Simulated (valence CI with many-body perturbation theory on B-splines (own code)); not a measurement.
## Hg⁴¹⁺: calculated level list

Computed by valence CI with perturbative core correlation (CI+MBPT): three valence electrons over a frozen Dirac-Fock core [Kr], radial functions for each j: 7 s, 7 p, 8 d, 6 f, 4 g, 1 h, with the one-electron correlation potential Σ1 (screened to all orders), the two-electron term Σ2, the three-electron term Σ3, Breit, model QED; selected single and double excitations, second order for the rest, scaled by the run's own slope (own B-spline code, finite nucleus).

The last digits are not significant, and no measured levels were compared; by estimate large intervals hold to a few tenths of a per cent, small ones and those within an open d or f shell to about a per cent. Only levels of the ground parity were solved; by the run's estimate the other parity begins above the list, which can be wrong where configurations are misplaced.

Levels 1 to 19 of 19, with energies above the lowest level, (4d3/2^3) J=3/2. "Leading %" is the weight of the configuration and term that name the level; weights of strongly mixed levels are sums over their largest components and can fall short, so below about 35 % the name and the second component can differ from the true leading terms, or belong to a minority configuration. In the jj column 3d3/2^4 stands for four electrons in 3d with j = 3/2.

| No. | Configuration | Term | J | E (eV) | Leading % | Second component | g | Leading jj |
| --- | --- | --- | --- | --- | --- | --- | --- | --- |
| 1 | 4d3 | 4F | 3/2 | 0.000 | 46 | 38 % 4d3 2D | 0.716 | 4d3/2^3 (98 %) |
| 2 | 4d3 | 4F | 5/2 | 24.338 | 82 | 16 % 4d3 2D | 1.056 | 4d3/2^2 4d5/2 (99 %) |
| 3 | 4d3 | 4P | 3/2 | 26.898 | 39 | 32 % 4d3 4F | 1.183 | 4d3/2^2 4d5/2 (99 %) |
| 4 | 4d3 | 2G | 7/2 | 28.837 | 49 | 33 % 4d3 4F | 1.045 | 4d3/2^2 4d5/2 (97 %) |
| 5 | 4d3 | 2H | 9/2 | 29.027 | 46 | 42 % 4d3 2G | 1.040 | 4d3/2^2 4d5/2 (99 %) |
| 6 | 4d3 | 4P | 1/2 | 29.222 | 58 | 42 % 4d3 2P | 1.828 | 4d3/2^2 4d5/2 (100 %) |
| 7 | 4d3 | 2D | 5/2 | 38.802 | 42 | 34 % 4d3 4P | 1.255 | 4d3/2^2 4d5/2 (95 %) |
| 8 | 4d3 | 4F | 7/2 | 52.648 | 66 | 32 % 4d3 2G | 1.120 | 4d3/2 4d5/2^2 (98 %) |
| 9 | 4d3 | 4F | 9/2 | 54.760 | 51 | 41 % 4d3 2H | 1.136 | 4d3/2 4d5/2^2 (98 %) |
| 10 | 4d3 | 4P | 3/2 | 56.600 | 41 | 38 % 4d3 2D | 1.118 | 4d3/2 4d5/2^2 (99 %) |
| 11 | 4d3 | 2P | 1/2 | 57.890 | 58 | 42 % 4d3 4P | 1.498 | 4d3/2 4d5/2^2 (100 %) |
| 12 | 4d3 | 4P | 5/2 | 58.446 | 39 | 37 % 4d3 2D | 1.289 | 4d3/2 4d5/2^2 (95 %) |
| 13 | 4d3 | 2H | 11/2 | 58.966 | 100 |  | 1.086 | 4d3/2 4d5/2^2 (100 %) |
| 14 | 4d3 | 2D | 5/2 | 62.160 | 44 | 41 % 4d3 2F | 1.095 | 4d3/2 4d5/2^2 (98 %) |
| 15 | 4d3 | 2F | 7/2 | 62.579 | 79 | 19 % 4d3 2G | 1.091 | 4d3/2 4d5/2^2 (98 %) |
| 16 | 4d3 | 2D | 3/2 | 70.819 | 78 | 17 % 4d3 2P | 0.893 | 4d3/2 4d5/2^2 (95 %) |
| 17 | 4d3 | 2G | 9/2 | 82.910 | 50 | 37 % 4d3 4F | 1.162 | 4d5/2^3 (98 %) |
| 18 | 4d3 | 2D | 3/2 | 88.566 | 44 | 40 % 4d3 2P | 1.130 | 4d5/2^3 (96 %) |
| 19 | 4d3 | 2D | 5/2 | 93.044 | 60 | 22 % 4d3 2F | 1.167 | 4d5/2^3 (96 %) |

The ionisation energy to 4d2 3F_2 of the next ion comes out as 1989.8 eV (NIST: 1989 ± 4 eV (theoretical)). All 19 levels together are meant to be complete up to 96.766 eV.
